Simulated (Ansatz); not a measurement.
DyCl₃. The state is a sextet with charge 0. Geometry PBE0-D4/def2-SVP, basis def2-TZVP, Ansatz.

```xyz
4

Dy    0.0784    0.0629    0.0419
Cl   -1.4820    1.1219    1.5812
Cl    1.1148   -2.0599    0.6169
Cl    0.2888    0.8751   -2.2400
```

```tsv
run	HOMO (eV)	LUMO (eV)
A	-9.11	-3.43
B	-10.32	-2.43
C	-8.81	-4.22
D	-11.90	-2.34
E	-7.28	-6.46
F	-7.84	-5.85
```

In the def2 sets Dy takes a core potential; there is no spin–orbit coupling. LC-ωPBE has ω = 0.4 bohr⁻¹. B3LYP takes the VWN-RPA correlation. With an open 4f shell the SCF may have ended on a state above the lowest.

HOMO and LUMO are taken over both spins.

Problem. The runs used B3LYP, BHLYP, LC-ωPBE, PBE, PBE0, r2SCAN. Estimate which is which.

Solution. A PBE0 (25 % exact exchange); B BHLYP (50 % exact exchange); C B3LYP (20 % exact exchange); D LC-ωPBE (range-separated); E PBE (0 % exact exchange); F r2SCAN (0 % exact exchange). Exact exchange lowers occupied and raises empty levels; among semilocal functionals meta-GGAs tend to open the gap a little, and such runs are hard to tell apart. The gap grows from 0.82 eV (PBE) to 9.56 eV (LC-ωPBE).
